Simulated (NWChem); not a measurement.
Molecule: SiBiH3Cl2; SMILES [SiH3][Bi]([Cl])[Cl]

```xyz
7

Bi    -0.2064    -0.0009     0.4959
Cl    -0.6959    -1.9182    -1.0020
Cl    -0.7075     1.9138    -1.0014
Si     2.3323     0.0086    -0.3896
H      3.0286     1.2324     0.1117
H      2.2707     0.0057    -1.8771
H      3.0405    -1.2068     0.1158
```
Atoms are numbered in this order, from 1.

Program: NWChem. The geometry was optimised at PBE0/def2-SVP. def2 effective core potentials on Bi; no spin-orbit coupling.

Task: Predict the results for PBE/def2-SVP. Quantities: highest occupied level (eV); orbital gap (eV); dipole (D).

Result: 
```json
{
  "highest occupied level (eV)": "-6.16",
  "orbital gap (eV)": "3.23",
  "dipole (D)": "3.46"
}
```
